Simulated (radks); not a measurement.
Results of a calculation; reference values are marked as such.
Cr, configuration [Ar] 3d5 4s1 (the NIST ground configuration).

Level of theory: scalar-relativistic Kohn-Sham, PBE, spin-polarised, spherical densities, finite nucleus; open shells are filled with parallel spins first; Fermi nuclear charge, rms radius 3.6452 fm (a radial shooting solver on a logarithmic mesh with Libxc functionals).

Energy parts (eV):
part                      energy
total                 -28591.690
kinetic                28881.554
electron-nucleus      -68251.519
Hartree                12107.951
exchange-correlation   -1329.676

Orbitals (lengths in bohr, moments of r in powers of bohr; r(max) is where P^2 peaks; r(90%) holds 90 % of the orbital's charge):
| orbital | occ. | eigenvalue (eV) | <r^2> | <1/r> | r(max) | r(90%) |
|---|---|---|---|---|---|---|
| 1s up | 1 | -5879.529 | 0.005432 | 23.88 | 0.04161 | 0.113 |
| 1s down | 1 | -5879.526 | 0.005432 | 23.88 | 0.04161 | 0.113 |
| 2s up | 1 | -666.4673 | 0.1017 | 5.048 | 0.2435 | 0.455 |
| 2s down | 1 | -664.8887 | 0.1013 | 5.056 | 0.2434 | 0.454 |
| 2p up | 3 | -559.8442 | 0.08331 | 4.948 | 0.1978 | 0.427 |
| 2p down | 3 | -558.6372 | 0.08292 | 4.956 | 0.1976 | 0.426 |
| 3s up | 1 | -74.7773 | 0.9411 | 1.565 | 0.7770 | 1.35 |
| 3s down | 1 | -70.3841 | 0.9434 | 1.562 | 0.7772 | 1.36 |
| 3p up | 3 | -46.2427 | 1.105 | 1.424 | 0.7984 | 1.50 |
| 3p down | 3 | -41.8818 | 1.112 | 1.420 | 0.7988 | 1.50 |
| 3d up | 5 | -3.7227 | 3.075 | 0.9755 | 0.8398 | 2.70 |
| 4s up | 1 | -4.4682 | 12.88 | 0.3914 | 2.688 | 5.09 |

The highest occupied level is 3d up at -3.723 eV. Spin moment in Bohr magnetons: 6.
